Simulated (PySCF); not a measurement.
# Electrostatic potential from atomic charges

Species: `CC(C)=PCP(C)C`. Coordinates (GFN2-xTB, Å) and charges (e) from the PBE0/pcSseg-1 density (PySCF):

```
atom       x       y       z  Mulliken      IAO  Hirshfeld  ESP-fitted
  C1  -3.360   0.604  -0.639   -0.1728  -0.4144    -0.1222     -0.4550
  C2  -2.031  -0.042  -0.397   -0.5802  -0.1867    -0.0267     +0.1978
  C3  -1.981  -1.019   0.734   -0.1981  -0.4296    -0.1237     -0.0761
  P4  -0.760   0.362  -1.425   +0.3410  +0.2773    +0.0557     -0.3343
  C5   0.651  -0.677  -0.785   -0.6695  -0.6308    -0.1687     +0.1156
  P6   1.391   0.031   0.776   +0.2315  +0.5064    +0.1647     +0.0530
  C7   2.966  -0.947   0.759   -0.4649  -0.6105    -0.1686     -0.6071
  C8   2.049   1.601   0.058   -0.4687  -0.6114    -0.1702     -0.6648
  H9  -3.319   1.278  -1.492   +0.1188  +0.1492    +0.0398     +0.1529
 H10  -4.120  -0.155  -0.827   +0.1288  +0.1498    +0.0467     +0.1155
 H11  -3.672   1.171   0.240   +0.1322  +0.1506    +0.0470     +0.1447
 H12  -1.981  -2.044   0.356   +0.1368  +0.1544    +0.0473     +0.0707
 H13  -2.850  -0.897   1.377   +0.1161  +0.1451    +0.0448     +0.0579
 H14  -1.079  -0.887   1.333   +0.1600  +0.1600    +0.0262     -0.0683
 H15   1.419  -0.707  -1.565   +0.1673  +0.1434    +0.0333     +0.0715
 H16   0.314  -1.697  -0.588   +0.1735  +0.1505    +0.0373     +0.0472
 H17   3.468  -0.874  -0.205   +0.1269  +0.1371    +0.0380     +0.1487
 H18   2.746  -1.990   0.977   +0.1423  +0.1539    +0.0418     +0.1753
 H19   3.622  -0.564   1.539   +0.1437  +0.1537    +0.0416     +0.2159
 H20   2.686   2.087   0.794   +0.1455  +0.1542    +0.0431     +0.2235
 H21   2.617   1.412  -0.853   +0.1296  +0.1374    +0.0378     +0.2151
 H22   1.211   2.260  -0.168   +0.1605  +0.1604    +0.0347     +0.2004
```

Points outside the species (Å): A (4.4, 1.9, 5.4); B (-2.8, -2.1, -8.4); C (-5.8, 3.9, -1.4); D (0.9, 4.8, -2.1); E (-5.3, 4.5, 4.2).

Problem. Find the potential V = 14.3996 V·Å × Σ q/r of each set of charges at these points.

Solution. In volts:

| point | nearest atom | distance (Å) | Mulliken | IAO | Hirshfeld | ESP-fitted |
| --- | --- | --- | --- | --- | --- | --- |
| A | H19 | 4.65 | +0.014 | +0.043 | +0.016 | +0.003 |
| B | P4 | 7.67 | -0.040 | -0.023 | -0.011 | -0.046 |
| C | H9 | 3.61 | +0.120 | +0.089 | +0.031 | -0.007 |
| D | H22 | 3.21 | +0.014 | -0.009 | -0.031 | -0.125 |
| E | H11 | 5.42 | +0.034 | +0.047 | +0.019 | -0.007 |

Problem. How far are the other sets from the ESP-fitted one at these points?

Solution. Root-mean-square difference: Hirshfeld 0.050 V, IAO 0.075 V, Mulliken 0.087 V. The ESP scheme fits charges at the nuclei, held to the total charge, to the electrostatic potential on points at 1.4 to 2.0 times the van der Waals radii.

Problem. What energy would a point charge of -1 e have at D in the field of the ESP charges, leaving out polarisation?

Solution. +0.125 eV = +12.1 kJ/mol, a repulsion.

Geometry: GFN2-xTB, one conformer, isolated molecule.

The run behind these numbers computed NMR shieldings as well. Cost: about 2.3 min of CPU time on one thread (with the writing of density and orbital grids); the machine was shared, so the figure is rough.

The values belong to the conformer `[CH3:1][C:2]([CH3:3])=[P:4][CH2:5][P:6]([CH3:7])[CH3:8]`: C2–P4–C5–P6 -77°, P4–C5–P6–C7 -164°.
